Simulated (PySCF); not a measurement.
This script is equivalent to a calculation on P (phosphorus, neutral).

```python
from pyscf import gto, scf, dft, mp, cc
import basis_set_exchange as bse
mol = gto.M(atom="P 0 0 0", charge=0, spin=3, symmetry="D2h",
            basis=gto.basis.parse(bse.get_basis("aug-cc-pVQZ-DK", elements=["P"], fmt="nwchem")),
            nucmod="G")
mf = scf.UHF(mol).sfx2c1e()
mf.irrep_nelec = {'Ag': (3, 3), 'B1u': (2, 1), 'B2u': (2, 1), 'B3u': (2, 1)}
mf.kernel()
```

Task: What total energy does it give?

Result: -341.53415 hartree (calculated).

Task: Which occupied shell lies highest, and where?

Result: 3p α, at -10.655 eV.

Task: What is ⟨S²⟩, and what would a pure spin state give?

Result: 3.751, against 3.75.
